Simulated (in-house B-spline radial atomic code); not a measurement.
# BP86 excitations of Mg

Method: BP86. Computed with a B-spline radial code for spherical atoms: linear response of the closed shell [Ne] 3s2 with the functional's adiabatic kernel; non-relativistic, point nucleus, no spin-orbit coupling, no double excitations, S, P, D and F terms only.

Command:
```bash
python run_td.py task.json out
```
Settings (radii: box in bohr, nucleus in fm):
```
Z                        12
electrons                12
configuration            [Ne] 3s2
hamiltonian              nr
method                   b88,p86
box_radius               75
intervals                56
```

Time taken, with all properties: 0.4 s on 1 thread of Arm Neoverse N1 (shared host).

The lowest states, in the order of their Tamm-Dancoff energies; the method's threshold (minus the highest occupied level) is 4.810 eV. Labels give the largest channel, * marks a mixed state, and oscillator strengths are full-response dipole values. Measured ¹D terms are left out, since they can mix with doubly excited terms. Semilocal kernels can invert the small singlet-triplet splittings of Rydberg terms. Energies in eV:

```
     state  full response  Tamm-Dancoff  oscillator strength  measured (J-weighted term)
3s → 3p 3P              ?             ?                    -                           ?
3s → 3p 1P          4.186         4.332                 1.53                       4.346
3s → 4s 3S              ?             ?                    -                           ?
```

(1) Where does 3s → 4s 3S lie?

(2) Where does 3s → 3p 3P lie?

(3) How large is the singlet-triplet splitting of 3s → 3p (P terms) in Tamm-Dancoff?

(4) What polarisabilities and dispersion coefficient does the method give?

Results:

(1) At 4.627 eV in full response, 4.630 eV in Tamm-Dancoff; measured 5.108 eV.

(2) At 2.390 eV in full response, 2.564 eV in Tamm-Dancoff; measured 2.714 eV.

(3) 1.77 eV, from the unrounded values.

(4) Dipole 73.15 bohr³, quadrupole 902.2 bohr⁵, C6 647.7 hartree·bohr⁶ for two such species. Recommended dipole value: 71.2 ± 0.4 bohr³ (Schwerdtfeger and Nagle, table of static dipole polarizabilities (2023 update)), which includes relativity and correlation.
